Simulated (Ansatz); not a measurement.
Mulliken charges of C3H5ClTe (`ClC1([TeH])CC1`) from r2SCAN/def2-TZVPP in Ansatz (PBE0-D4/def2-TZVP geometry).

```csv
atom,x (Å),y (Å),z (Å),charge (e)
Cl1,-2.125,0.562,0.193,-0.147
C2,-0.533,-0.155,-0.046,0.078
Te3,-0.484,-1.876,-1.284,0.085
C4,0.391,-0.129,1.131,-0.152
C5,0.625,0.790,-0.032,-0.129
H6,-0.688,-1.000,-2.678,-0.018
H7,1.063,-0.966,1.274,0.074
H8,-0.005,0.301,2.042,0.067
H9,0.388,1.838,0.101,0.068
H10,1.453,0.583,-0.698,0.074
```

Problem. By hand: the dipole of these point charges (1 e Å = 4.8032 D).

Solution. Σ q r = (0.314, -0.202, -0.074) e Å, of length 0.381 e Å = 1.83 D.

Problem. How does the dipole of the full density compare? (Best estimate.)

Solution. The calculation gave: (0.360, 0.041, 0.056) e Å, 1.76 D; the point charges give 1.04 times that, at 44° from its direction.

Point charges leave out the atoms' own dipoles, such as those of lone pairs, and Mulliken's split depends on the basis, so the two needn't agree.
